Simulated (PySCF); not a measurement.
N (SMILES [N]), quartet.

PySCF was given this input:
```python
from pyscf import gto, scf, dft

mol = gto.Mole()
mol.atom = '''
    N     0.000000    0.000000    0.000000
'''
mol.basis = 'def2-sv(p)'
mol.charge = 0
mol.spin = 3
mol.verbose = 4
mol.build()

mf = dft.UKS(mol)
mf.xc = 'b3lyp'
mf.kernel()
mf.analyze()
```

Estimate the HOMO energy that B3LYP/def2-SV(P) (PySCF) returns for this input.

-9.51 eV

Predict the total energy from B3LYP/def2-SV(P).

-54.5378 Eh

Give the number of basis functions at the level B3LYP/def2-SV(P).

14

These values belong to the state on which the SCF converged, which isn't shown to be the lowest.
